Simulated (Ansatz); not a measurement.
Species: CH$_{5}$NSi, SMILES `NC=[SiH2]` (H–N–C–Si torsion 152°) (charge 0, multiplicity 1), formula CH5NSi.

How many basis functions does frozen-core CCSD(T)/cc-pVTZ // r2SCAN-D4/def2-TZVP (Ansatz, a first-principles code) use, how many core orbitals are frozen, and how many electrons are correlated?

164 basis functions and 7 frozen orbitals, which leaves 18 correlated electrons. Core time is of the order of seconds.
